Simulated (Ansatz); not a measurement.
Basis-set extrapolation for C4H2F8 (`FCC(F)(C(F)(F)F)C(F)(F)F`) (PBE0-D4/def2-TZVP geometry, frozen core, Ansatz 0.2.0). Multiplicity 1, RHF reference.

```csv
,def2-TZVPP,def2-QZVPP
HF,-948.562809,-948.602925
MP2 correlation,-2.613125,-2.848675
CCSD(T) correlation,-2.717652,not run
```

Energies in hartree. Use E(X) = E(∞) + A·exp(−7.88·√X) for Hartree–Fock and E(X) = E(∞) + B·X^(−2.97) for correlation, with X = 3 and 4, and add CCSD(T) minus MP2 of the smaller set to the MP2 limit.

Question: What is the CCSD(T) energy at the basis-set limit?

Answer: HF limit: -948.602925 + (-0.040116) × 0.13774 = -948.60845. MP2 limit: -2.848675 + (-0.235550) × 0.74074 = -3.02316. Higher-order term: -2.717652 − (-2.613125) = -0.10453. Total: -951.73614 hartree, 285.9 kcal/mol below CCSD(T)/def2-TZVPP.
